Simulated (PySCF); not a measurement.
Krypton: a sound run and one with changed settings

Sound run: Kr [Kr], Kr⁺ [Ar] 3d10 4s2 4p5. Computed with PySCF 2.14 in aug-cc-pVDZ-DK (6s5p3d, 36 functions), with the spin-free X2C one-electron Hamiltonian (Gaussian nucleus). In the sound run the correlated levels freeze [Ar] 3d10. The sound run starts from symmetry-adapted Hartree-Fock orbitals and uses a fine grid where one is needed.

Changed run: no relativity, point nucleus. This setting is unsound on purpose.

```tsv
species	method	sound run (hartree)	changed run (hartree)	converged
Kr	UHF	-2788.05464	-2728.80981	yes
Kr	MN15	-2791.70410	-2732.48557	yes
Kr	PBE	-2789.54083	-2730.30400	yes
Kr	MP2	-2788.18171	-2728.93794	yes
Kr	CCSD(T)	-2788.19429	-2728.95091	yes
Kr⁺	UHF	-2787.57027	-2728.32279	yes
Kr⁺	MN15	-2791.18801	-2731.96563	yes
Kr⁺	PBE	-2789.02213	-2729.78252	yes
Kr⁺	MP2	-2787.66800	-2728.42180	yes
Kr⁺	CCSD(T)	-2787.68371	-2728.43820	yes
```

Ionisation energy of Kr:

```
 method  sound run (eV)  changed run (eV)
    UHF          13.180            13.253
   MN15          14.044            14.148
    PBE          14.115            14.190
    MP2          13.979            14.045
SCS-MP2          13.900            13.966
   CCSD          13.876            13.935
CCSD(T)          13.894            13.952
```

Most of the change in total energy is the relativistic energy itself. On top of that the contraction fixes the core shape for the Hamiltonian it was made with, so the changed run is not a good calculation with the other Hamiltonian either.

For comparison, NIST gives 14.000 eV between the lowest levels.
